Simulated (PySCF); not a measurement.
Dipole moment and polarisability of ZnBr2(PH3)2

Compound: ZnBr2(PH3)2 (singlet state).
Cartesian coordinates in Å at the PBE0-D3(BJ)/def2-SVP level; atoms count from 1:
```xyz
11
Br2H6P2Zn angstrom
Zn     0.7856   -0.0189    0.8170
Br     0.5212   -0.1173    3.1012
Br     2.4809   -0.0022   -0.8017
P     -0.2852    2.0550   -0.1378
H     -0.4245    2.1322   -1.5463
H      0.6251    3.1273    0.0336
H     -1.4756    2.7325    0.2414
P     -0.3359   -2.0377   -0.1877
H     -1.5404   -2.6843    0.1992
H      0.5504   -3.1276   -0.0027
H     -0.4758   -2.1280   -1.5958
```

Level: CAM-B3LYP/def2-SVPD (PySCF), static field, nuclei fixed, core orbitals frozen in the response. The polarisability tensor in these axes (au):

```
x   121.90   0.23  -5.59
y     0.23 131.96  -0.49
z    -5.59  -0.49 133.08
```

Q: Give the principal values, the mean and the anisotropy Δα = √{½[(α1 − α2)² + (α2 − α3)² + (α1 − α3)²]}.

A: Principal values 119.58, 131.88 and 135.47 au; mean 128.98 au = 19.11 Å³ = 21.27 × 10⁻⁴⁰ C²·m²/J; Δα = 14.43 au (11 % of the mean).

Q: What is the dipole moment, and where does it point?

A: (-5.17, 0.23, -3.68) D, 6.35 D in size, pointing from the negative to the positive side. Measured along this direction, the outermost atoms are Br2 at the negative end and H5 and H11 at the positive end.

Q: In a dilute gas of rigid molecules at 273 K, how does the orientational term μ²/3kT compare with the electronic polarisability?

A: In Gaussian units μ²/3kT = 356.53 Å³ against 19.11 Å³, a ratio of 18.65; the Debye molar polarisation (4π/3)N_A(α + μ²/3kT) is 947.6 cm³/mol, leaving out the vibrational part.

Q: What are the principal values of the traceless quadrupole moment, Θ = ½Σq(3rr − r²1), about the centre of nuclear charge?

A: -24.95, 5.34, 19.62 D·Å. The values depend on the origin, since the dipole doesn't vanish. The electronic extent ⟨r²⟩ about the same centre is 2452 bohr², a root-mean-square distance of 2.25 Å for the 136 electrons.

Q: Find the Langevin capture rate constant for NO+ (29.998 u) meeting this molecule (289.760 u), k = 2.342 × 10⁻⁹ cm³/s × √(α in Å³ / reduced mass in u).

A: The reduced mass is 27.18 u, so k = 1.96 × 10⁻⁹ cm³/s. The formula leaves out the permanent dipole, which adds to the capture rate.

Q: Estimate the molar refractivity from the static electronic polarisability.

A: Lorentz–Lorenz: R = (4π/3)N_A α = 2.5225 cm³/(mol·Å³) × 19.11 Å³ = 48.2 cm³/mol, in the limit of long wavelengths.

Geometry: PBE0-D3(BJ)/def2-SVP; no solvent, vibrations or thermal averaging. The calculation is non-relativistic, for bromine too.
